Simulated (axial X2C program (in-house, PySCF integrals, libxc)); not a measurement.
**RuH: cheaper levels and CCSD(T), two-component**

Computed with an axial X2C code built on PySCF integrals. Two-component (2c) means X2C with spin–orbit coupling and atomic mean-field two-electron Coulomb and Gaunt terms. Basis: Ru dyall-cv3z [12s12p8d5f3g], H dyall-v3z [6s2p1d] (cores contracted in-house); Gaussian nuclei, density fitting, unrestricted open shells. Masses: Ru 101.904 u, H 1.008 u.

State: Ω = 3/2 (⟨Sz⟩ = 1.48, ⟨Lz⟩ = 0.02 at HF); fragments Ru + H.

```
level  Re (Å)  ωe (cm⁻¹)
 PBE0   1.584     1966.0
   HF   1.675     1659.5
  MP2   1.567     1997.2
 CCSD   1.596     1912.7
 BP86   1.581     1999.6
```

Correlated methods: 9 electrons correlated (number of frozen shells: Ru 4 s, 3 p, 1 d; H none), 222 virtual spin orbitals or spinors in MP2, 110 natural virtuals in coupled cluster.

CCSD(T), same Hamiltonian and basis:

Re = 1.591 Å, ωe = 1931.7 cm⁻¹; T1 = 0.032 (Lee–Taylor normalisation).

**Question.** Give the differences from CCSD(T) in the columns below.

**Answer.** 

```json
{"level": "PBE0", "ΔRe (Å)": "-0.007", "Δωe (cm⁻¹)": "34"}
{"level": "HF", "ΔRe (Å)": "0.084", "Δωe (cm⁻¹)": "-272"}
{"level": "MP2", "ΔRe (Å)": "-0.024", "Δωe (cm⁻¹)": "66"}
{"level": "CCSD", "ΔRe (Å)": "0.005", "Δωe (cm⁻¹)": "-19"}
{"level": "BP86", "ΔRe (Å)": "-0.010", "Δωe (cm⁻¹)": "68"}
```

One determinant describes the state; a PBE0 search over occupations chose it and may have missed a lower one. De is not given where an atomic determinant may have missed its ground term or J level, or where the truncated virtual space spoils (T). Density functionals use the spin component along the axis (collinear). CCSD and (T) use frozen natural virtuals with an MP2 correction for the truncation; (T) itself is uncorrected, so its De runs slightly low. PBE0 can misorder states that lie within some tenths of an eV, so this need not be the ground state of the molecule. The nearest other 2c determinant of the search, Ω = 9/2, lies 0.20 eV up at the distance of the search. Without a current term, density functionals place determinants with orbital angular momentum somewhat too high. With several unpaired electrons one determinant need not be a pure state. This is the top spin component of a Σ state; components of lower Ω are not single determinants and can lie lower. The determinant is spin-polarised beyond a pure state at some levels (its spin-free form has ⟨S²⟩ too high), which makes Re and μ there less reliable.
